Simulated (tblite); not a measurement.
Species: C₄H₁₁AsGe.
SMILES with atom numbers: `[CH3:1][C@@H:2]1[CH2:3][GeH2:4][C@@H:5]1[AsH2:6]` (hydrogens: H7, H8, H9 on C1; H10 on C2; H11, H12 on C3; H13, H14 on Ge4; H15 on C5; H16, H17 on As6)

Computed with GFN2-xTB (tblite), gas phase: L-BFGS steps from a force-field or distance-geometry start until the largest atomic force falls under 0.01 eV/Å.

Step 61: E = -501.0321 eV
```
atom  x, y, z in Å  |  force x, y, z in eV/Å
C1     -1.6400    0.4211   -0.8379    0.005  -0.010  -0.002
C2     -0.5787   -0.5173   -0.2834    0.005   0.003  -0.006
C3     -0.7548   -0.7897    1.2307   -0.004   0.000   0.013
Ge4     1.1413   -0.3322    1.5785    0.001   0.002  -0.037
C5      0.8741    0.0276   -0.3691   -0.003   0.016  -0.009
As6     1.0952    1.9299   -0.9174    0.013  -0.038   0.047
H7     -1.6629    1.3503   -0.2637    0.014  -0.013  -0.003
H8     -2.6237   -0.0430   -0.7852   -0.005   0.003   0.014
H9     -1.4283    0.6642   -1.8814    0.015  -0.004  -0.003
H10    -0.6354   -1.4633   -0.8316   -0.007   0.013  -0.015
H11    -1.4704   -0.1085    1.6886   -0.012   0.026  -0.016
H12    -1.0802   -1.8057    1.4449   -0.017  -0.006   0.002
H13     1.4160    0.8175    2.5238    0.018   0.009  -0.019
H14     2.0802   -1.4497    1.9774    0.019  -0.010   0.006
H15     1.4856   -0.5884   -1.0341    0.017   0.008   0.034
H16     1.1776    1.6360   -2.3986   -0.012   0.006  -0.017
H17     2.5975    1.8431   -0.8513   -0.049  -0.004   0.011
```

Step 62: E = -501.0325 eV
```
atom  x, y, z in Å  |  force x, y, z in eV/Å
C1     -1.6414    0.4135   -0.8457    0.002  -0.006   0.003
C2     -0.5778   -0.5163   -0.2812   -0.008  -0.006   0.008
C3     -0.7544   -0.7809    1.2348   -0.014   0.003   0.011
Ge4     1.1458   -0.3383    1.5770    0.000   0.005  -0.046
C5      0.8737    0.0313   -0.3696   -0.004  -0.018   0.012
As6     1.0941    1.9351   -0.9084    0.001  -0.030   0.027
H7     -1.6710    1.3456   -0.2766    0.015  -0.005  -0.001
H8     -2.6231   -0.0545   -0.7939   -0.006   0.001   0.013
H9     -1.4272    0.6527   -1.8896    0.018  -0.010   0.002
H10    -0.6312   -1.4677   -0.8206    0.001   0.020  -0.021
H11    -1.4614   -0.0901    1.6925   -0.007   0.029  -0.027
H12    -1.0916   -1.7923    1.4555   -0.010   0.005  -0.010
H13     1.4297    0.8059    2.5269    0.022   0.003  -0.022
H14     2.0760   -1.4662    1.9687    0.019  -0.003   0.005
H15     1.4815   -0.5818   -1.0403    0.029   0.008   0.035
H16     1.1748    1.6460   -2.3916   -0.018   0.013  -0.008
H17     2.5963    1.8498   -0.8477   -0.044  -0.009   0.018
```

Step 63: E = -501.0329 eV
```
atom  x, y, z in Å  |  force x, y, z in eV/Å
C1     -1.6423    0.4068   -0.8526   -0.001  -0.001   0.008
C2     -0.5773   -0.5157   -0.2794   -0.019  -0.016   0.021
C3     -0.7542   -0.7735    1.2385   -0.019   0.007   0.003
Ge4     1.1500   -0.3437    1.5745    0.001   0.004  -0.037
C5      0.8733    0.0340   -0.3704   -0.006  -0.052   0.031
As6     1.0935    1.9387   -0.8987   -0.022  -0.012  -0.001
H7     -1.6770    1.3413   -0.2883    0.015   0.006   0.002
H8     -2.6227   -0.0641   -0.8006   -0.004   0.000   0.009
H9     -1.4259    0.6422   -1.8970    0.018  -0.017   0.008
H10    -0.6282   -1.4712   -0.8114    0.009   0.020  -0.025
H11    -1.4534   -0.0739    1.6955   -0.001   0.030  -0.036
H12    -1.1015   -1.7806    1.4647   -0.004   0.016  -0.020
H13     1.4413    0.7972    2.5271    0.026  -0.004  -0.025
H14     2.0727   -1.4802    1.9624    0.015   0.008   0.000
H15     1.4782   -0.5763   -1.0458    0.039   0.004   0.029
H16     1.1716    1.6563   -2.3847   -0.023   0.020   0.008
H17     2.5948    1.8547   -0.8438   -0.027  -0.015   0.025
```

Step 64: E = -501.0335 eV
```
atom  x, y, z in Å  |  force x, y, z in eV/Å
C1     -1.6434    0.3988   -0.8605   -0.004   0.006   0.015
C2     -0.5770   -0.5152   -0.2770   -0.025  -0.024   0.026
C3     -0.7540   -0.7645    1.2428   -0.021   0.012  -0.008
Ge4     1.1551   -0.3503    1.5706    0.000  -0.002  -0.006
C5      0.8727    0.0359   -0.3712   -0.005  -0.077   0.042
As6     1.0926    1.9423   -0.8862   -0.053   0.010  -0.034
H7     -1.6835    1.3363   -0.3020    0.015   0.018   0.004
H8     -2.6223   -0.0751   -0.8079   -0.001   0.000   0.002
H9     -1.4240    0.6293   -1.9056    0.015  -0.024   0.016
H10    -0.6249   -1.4752   -0.8012    0.016   0.014  -0.028
H11    -1.4439   -0.0543    1.6983    0.006   0.026  -0.043
H12    -1.1131   -1.7666    1.4751    0.001   0.029  -0.027
H13     1.4551    0.7874    2.5256    0.031  -0.012  -0.030
H14     2.0694   -1.4963    1.9561    0.008   0.024  -0.008
H15     1.4748   -0.5701   -1.0521    0.047  -0.005   0.017
H16     1.1671    1.6696   -2.3762   -0.028   0.026   0.029
H17     2.5923    1.8598   -0.8384   -0.002  -0.022   0.031
```

Q: Estimate the geometry and energy of step 65. (The exact step hangs on the optimiser's Hessian estimate; all steps are aligned on step 64, rigid shifts and turns removed.)

A: E = -501.0344 eV, largest force 0.118 eV/Å
```
atom  x, y, z in Å  |  force x, y, z in eV/Å
C1     -1.6451    0.3861   -0.8731   -0.003   0.013   0.028
C2     -0.5770   -0.5150   -0.2730   -0.025  -0.031   0.021
C3     -0.7541   -0.7499    1.2495   -0.023   0.017  -0.020
Ge4     1.1635   -0.3612    1.5640   -0.008  -0.015   0.049
C5      0.8714    0.0376   -0.3721    0.002  -0.090   0.041
As6     1.0902    1.9481   -0.8661   -0.091   0.032  -0.068
H7     -1.6933    1.3287   -0.3242    0.013   0.030   0.004
H8     -2.6218   -0.0927   -0.8193    0.005   0.003  -0.007
H9     -1.4204    0.6078   -1.9193    0.009  -0.034   0.031
H10    -0.6195   -1.4814   -0.7854    0.020   0.002  -0.026
H11    -1.4285   -0.0219    1.7020    0.020   0.013  -0.054
H12    -1.1318   -1.7436    1.4913    0.008   0.052  -0.034
H13     1.4777    0.7718    2.5220    0.037  -0.024  -0.036
H14     2.0643   -1.5218    1.9465   -0.005   0.049  -0.022
H15     1.4703   -0.5604   -1.0621    0.050  -0.019   0.001
H16     1.1589    1.6922   -2.3617   -0.036   0.031   0.054
H17     2.5881    1.8675   -0.8289    0.027  -0.030   0.039
```

The energy changes by -0.0010 eV. The first-order estimate −F·Δx gives -0.0012 eV and the mean of the old and new forces, exact on a quadratic surface, -0.0009 eV. The step makes an angle of 86° with the force vector and moves no atom by more than 0.036 Å.

The cost below is that of the whole relaxation. On an Arm Neoverse N1 with one thread, no GPU, shared host with 64 logical CPUs at a one-minute load of 58, this took 1.4 s wall.
